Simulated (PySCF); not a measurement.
# How methods differ on the excitation energy of N²⁺

N²⁺ [He] 2s2 2p1 (2P) → N²⁺ [He] 2s1 2p1 3d1 (high-spin determinant), as a difference of total energies. All numbers are calculated (PySCF 2.14, the spin-free X2C one-electron Hamiltonian (Gaussian nucleus), in aug-cc-pCVQZ-DK). Correlated levels: valence: 1s2 frozen; valence and next inner shell: nothing frozen. The calculations carry no spin-orbit coupling.

```csv
method,excitation energy (cm⁻¹)
UHF,315830
LDA,320210
PBE,319120
PBE0,320880
r2SCAN,318810
wB97X,320060
MN15,323910
TPSSh,322340
MP2 (valence),327140
SCS-MP2 (valence),330580
MP2 (valence and next inner shell),327590
SCS-MP2 (valence and next inner shell),330950
```

The promoted electron is Rydberg-like, and one or two diffuse shells describe it only roughly, which tends to raise the upper state.

The determinant of the upper state mixes LS terms, which raises its energy above the lowest term, most at the Hartree-Fock and MP2 levels.
